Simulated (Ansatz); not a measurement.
Relaxation of AlH$_{5}$O$_{3}$Si (10 atoms, charge 0, multiplicity 1), to a largest force component of 0.02 eV/Å in at most 40 steps.

The calculation used RKS PBE-D4/def2-SVP in Ansatz.

```xyz
10
Properties=species:S:1:pos:R:3:forces:R:3
Al 0.000 0.000 0.000 0.15 0.11 -0.02
O 0.000 0.000 1.780 -1.29 -0.57 -0.87
H -0.909 -0.281 2.117 1.37 0.58 -0.38
O 1.542 0.000 -0.890 -1.26 -0.08 0.80
Si 2.387 -1.376 -1.352 -0.30 1.05 0.23
H 1.460 -2.351 -1.918 -0.54 -0.71 -0.36
H 3.388 -1.020 -2.353 0.55 0.17 -0.56
H 3.050 -1.955 -0.187 0.42 -0.45 0.65
O -1.542 0.000 -0.890 0.34 -1.44 0.90
H -2.051 -0.847 -0.681 0.59 1.36 -0.39
```

Where does it end, and by what steps?

The run converged. After 14 steps the energy has fallen by 0.521 eV; O4 moved furthest, 1.05 Å.

```tsv
step	energy less start (eV)	largest force component (eV/Å)	accepted
0	0.0000	1.438	yes
1	-0.1920	1.782	yes
2	-0.3987	0.488	yes
3	-0.4523	0.195	yes
4	-0.4891	0.158	yes
5	-0.5099	0.086	yes
6	-0.5086	0.434	no
7	-0.5136	0.046	yes
8	-0.5170	0.077	yes
9	-0.5145	0.113	no
10	-0.5182	0.044	yes
11	-0.5197	0.055	yes
12	-0.5197	0.079	yes
13	-0.5201	0.033	yes
14	-0.5206	0.002	yes
```

```xyz
10
Properties=species:S:1:pos:R:3
Al -0.233 -0.389 0.082
O -0.145 -0.003 1.747
H -0.893 0.326 2.268
O 1.186 -0.960 -0.648
Si 2.550 -1.521 -1.397
H 2.221 -2.687 -2.293
H 3.172 -0.435 -2.236
H 3.564 -1.976 -0.380
O -1.617 -0.250 -0.914
H -2.479 0.066 -0.603
```

Whether the end is a true minimum wasn't checked by a vibrational analysis.

Run time: 27 s on 2 threads of Arm Neoverse V2 (shared host), peak memory 0.14 GiB.
